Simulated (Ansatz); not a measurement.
System: sum formula GeOCl2 (charge 0, singlet). 
Structure (B3LYP-D3(BJ)/def2-TZVP (Ansatz, a program for electronic structure) minimum search):
```xyz
4

Ge    -0.3016    -0.2691    -0.0380
O     -1.5147    -1.3513    -0.1907
Cl    -0.3032     1.7434    -0.7324
Cl     1.5837    -0.6010     0.8936
```
Charge 0, spin multiplicity 1.

Wanted: vertical ionisation energy (to the doublet state of charge +1; each state is the SCF solution reached for its spin), in eV. Cores are frozen in the correlated levels unless marked. UHF or UKS for open shells. No spin-orbit coupling. Frozen are the shells of the preceding noble gas and the d and f shells that filled before the atom's block. Non-relativistic. CBS(X,Y): correlation extrapolated as X^-3; Hartree-Fock from the larger set. [CCSD(T)-MP2]/basis is that difference in the basis named.

```json
[
 {"level": "SVWN5/def2-TZVPD", "program": "Ansatz", "vertical ionisation energy (eV)": "(withheld)"},
 {"level": "r2SCAN/def2-TZVPD", "program": "Ansatz", "vertical ionisation energy (eV)": "(withheld)"},
 {"level": "B3LYP/def2-TZVPD", "program": "Ansatz", "vertical ionisation energy (eV)": "10.85"},
 {"level": "PBE0/def2-TZVPD", "program": "Ansatz", "vertical ionisation energy (eV)": "10.75"},
 {"level": "CAM-B3LYP/def2-TZVPD", "program": "Ansatz", "vertical ionisation energy (eV)": "(withheld)"},
 {"level": "B2PLYP/def2-TZVPD", "program": "Ansatz", "vertical ionisation energy (eV)": "10.98"},
 {"level": "SCS-MP2/def2-TZVPPD", "program": "Ansatz", "vertical ionisation energy (eV)": "11.12"},
 {"level": "CCSD/def2-SVPD", "program": "Ansatz", "vertical ionisation energy (eV)": "10.75"},
 {"level": "CCSD/def2-TZVPPD", "program": "Ansatz", "vertical ionisation energy (eV)": "(withheld)"},
 {"level": "RI-MP2/CBS(def2-TZVPPD,def2-QZVPPD)+[CCSD(T)-MP2]/def2-TZVPPD", "program": "Ansatz", "vertical ionisation energy (eV)": "11.03"}
]
```

What belongs in the gaps?


- SVWN5/def2-TZVPD, vertical ionisation energy (eV): 11.05
- r2SCAN/def2-TZVPD, vertical ionisation energy (eV): 10.78
- CAM-B3LYP/def2-TZVPD, vertical ionisation energy (eV): 10.88
- CCSD/def2-TZVPPD, vertical ionisation energy (eV): 10.68
